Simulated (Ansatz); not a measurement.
MoO4H2⁺, that is MoO2(OH)2 with one electron fewer. The state is a doublet with charge 1. Geometry PBE0-D4/def2-SVP, that of the neutral singlet; atoms count from 1.

```csv
atom,x (Å),y (Å),z (Å)
Mo1,-0.0835,0.2250,-0.2806
O2,-1.5373,1.0290,-0.4811
O3,0.9308,0.6047,-1.5563
O4,-0.3720,-1.6169,-0.2700
H5,-1.2269,-2.0564,-0.1928
O6,0.6869,0.7686,1.3278
H7,1.6020,1.0460,1.4530
```

In the def2 sets Mo takes a core potential; there is no spin–orbit coupling.

**Question.** Estimate the Mulliken populations from the PBE0/def2-TZVP orbitals of Ansatz.

**Answer.** 
```tsv
atom	charge (e)	spin (α − β)	d electrons
Mo1	1.89	-0.29	3.56
O2	-0.25	0.66	–
O3	-0.25	0.66	–
O4	-0.61	-0.01	–
H5	0.41	0.00	–
O6	-0.61	-0.01	–
H7	0.41	0.00	–
```
Mulliken values depend strongly on the basis.

**Question.** Where does the spin sit?

**Answer.** Summed by element: Mo -0.29, O 1.29, H 0.00, of 1 unpaired in all. Largest on single atoms: O2 0.66, O3 0.66, Mo1 -0.29.

**Question.** And the Mayer bond orders between heavy atoms (over 0.3)?

**Answer.** Mo1–O2 1.64 (1.67 Å); Mo1–O3 1.64 (1.67 Å); Mo1–O4 1.07 (1.86 Å); Mo1–O6 1.07 (1.86 Å).
